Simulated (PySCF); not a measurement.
These compounds are isomers of formula C6H9ClSi.

A. SMILES C=C1C[Si@H]1C1(Cl)CC1
B. SMILES C=C/C=C(/C=C)[SiH2]Cl
C. `C1[C@H](C#CC)C[Si@@H]1Cl`
D. `InChI=1S/C6H9ClSi/c1-2-3-4-5-8-6-7/h2H,1,3,6,8H2`
E. `InChI=1S/C6H9ClSi/c1-4-5-6(7)8(2)3/h1,5,8H,2-3H3/b6-5+`

Spectrum 1. 1H NMR (300 MHz, computed): δ 6.54 (m, 1H), 6.40 (m, 1H), 4.28 (m, 1H), 1.53 (m, 1H), 1.27 (m, 1H), 1.04 (m, 1H), 0.91 (m, 1H), 0.89 (m, 1H), 0.67 (m, 1H). 13C{1H} NMR (computed): δ 148.9 (C), 133.2 (CH2), 33.1 (C), 19.3 (CH2), 14.3 (CH2), 9.4 (CH2).

Spectrum 2. 1H NMR (300 MHz, computed): δ 6.08 (m, 1H), 5.42 (m, 1H), 5.39 (m, 1H), 4.41 (t, 2H), 3.14 (d, 2H), 3.10 (t, 2H). 13C{1H} NMR (computed): δ 141.8 (CH), 124.1 (CH2), 116.5 (C), 82.6 (C), 31.4 (CH2), 29.5 (CH2).

Spectrum 3. 1H NMR (300 MHz, computed): δ 6.26 (d, 1H), 4.56 (sept, 1H), 3.25 (d, 1H), 0.28 (d, 6H). 13C{1H} NMR (computed): δ 166.1 (C), 125.6 (CH), 98.4 (CH), 82.4 (C), -3.5 (CH3).

Spectrum 4. 1H NMR (300 MHz, computed): δ 5.53 (m, 1H), 2.76 (m, 1H), 2.23 (m, 2H), 2.02 (s, 3H), 2.00 (m, 2H). 13C{1H} NMR (computed): δ 92.1 (C), 84.3 (C), 35.0 (CH2), 20.1 (CH), 4.9 (CH3).

Spectrum 5. 1H NMR (300 MHz, computed): δ 7.15 (m, 1H), 6.88 (d, 1H), 6.67 (m, 1H), 5.80 (m, 1H), 5.78 (m, 1H), 5.77 (m, 1H), 5.59 (m, 1H), 5.47 (s, 2H). 13C{1H} NMR (computed): δ 156.5 (CH), 149.9 (CH), 144.6 (C), 143.6 (CH), 131.2 (CH2), 124.8 (CH2).

All values are calculated (PySCF): σ from GIAO-PBE0/pcSseg-1, GFN2-xTB structure. Gas phase, one computed conformer, rapidly exchanging positions averaged, no relativistic terms.

δ = σ(ref) − σ, references computed at the same level: TMS for 1H and 13C. Where no couplings were computed, multiplicities follow the n + 1 count of equivalent neighbours, and m marks all less simple cases (inequivalent or close neighbours, rings, F or P nearby). Shifts are as computed. Against solution values, carbons near 30 ppm lie about +3 ppm off and those near 130 ppm about +5 ppm; carbons on Cl a further +6 ppm. Of 1309 compounds with measured shifts, 239 miss one by over three times the rms of a fit or turn the order of signals round; such compounds aren't used in these exercises. Carbons bonded to Cl come out too deshielded.

Problem. Match each spectrum to its structure.

Solution. 1–A, 2–D, 3–E, 4–C, 5–B.

- Spectrum 1 (A): 6 13C signals; δC 148.9 is a fully substituted alkene carbon; δC 133.2 is a terminal =CH2 carbon.
- Spectrum 2 (D): 6 13C signals; δC 141.8 is an alkene CH; δC 124.1 is a terminal =CH2 carbon.
- Spectrum 3 (E): 5 13C signals; δC 125.6 is an alkene CH; δC 98.4 is a terminal alkyne carbon.
- Spectrum 4 (C): 5 13C signals; δC 92.1 is an alkyne carbon; δC 84.3 is an alkyne carbon.
- Spectrum 5 (B): 6 13C signals; δC 156.5 is an alkene CH; δC 149.9 is an alkene CH.
